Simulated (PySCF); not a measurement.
**AsF: frontier orbitals**

LDA at R = 1.745 Å; basis As def2-TZVPP, F def2-TZVPP; no relativity; PySCF 2.14. State: ³Σ⁻ (triplet), unpaired electrons π ↑↑. Only the outer orbitals are listed, counted within each symmetry.

```csv
spin,orbital,occ.,ε (eV),on As (%),main shells (%)
α,8σ,1,-29.34,8,91 F s
α,9σ,1,-15.54,72,"71 As s, 23 F p"
α,10σ,1,-10.88,45,"55 F p, 24 As s, 19 As p"
α,4π,1,-10.70,12,"88 F p, 10 As p"
α,4π,1,-10.70,12,"88 F p, 10 As p"
α,5π,1,-5.56,91,"91 As p, 9 F p"
α,5π,1,-5.56,91,"91 As p, 9 F p"
α,11σ,0,-2.28,95,"84 As p, 10 F p"
α,2δ,0,4.57,100,100 As d
α,2δ,0,4.57,100,100 As d
β,8σ,1,-29.08,7,91 F s
β,9σ,1,-14.64,62,"61 As s, 33 F p"
β,4π,1,-10.31,9,91 F p
β,4π,1,-10.31,9,91 F p
β,10σ,1,-10.25,53,"46 F p, 35 As s, 17 As p"
β,5π,0,-4.13,94,94 As p
β,5π,0,-4.13,94,94 As p
β,11σ,0,-1.59,97,"86 As p, 9 F p"
```

Which are the highest filled and the lowest empty level, where do they sit, and how wide is the gap?

Highest filled α 5π at -5.56 eV (in %: 91 As p, 9 F p); lowest empty β 5π at -4.13 eV (in %: 94 As p); the gap at LDA is 1.43 eV. Both belong to one degenerate shell, split only by its one-sided filling, so this is no excitation gap.

- bond order (Mayer): 1.03
- ⟨S²⟩: 2.001
- charge on As (Mulliken, basis-dependent): 0.29
- charge on As (Löwdin, basis-dependent): 0.18
- dipole moment (positive dipole means As(−)F(+)): -1.53 D
- polarisability along the bond: 28.7 bohr³
- polarisability across the bond: 22.1 bohr³

Spin–orbit coupling is left out. The state is the lowest determinant that a PBE0 search found; another state may lie lower at other levels.
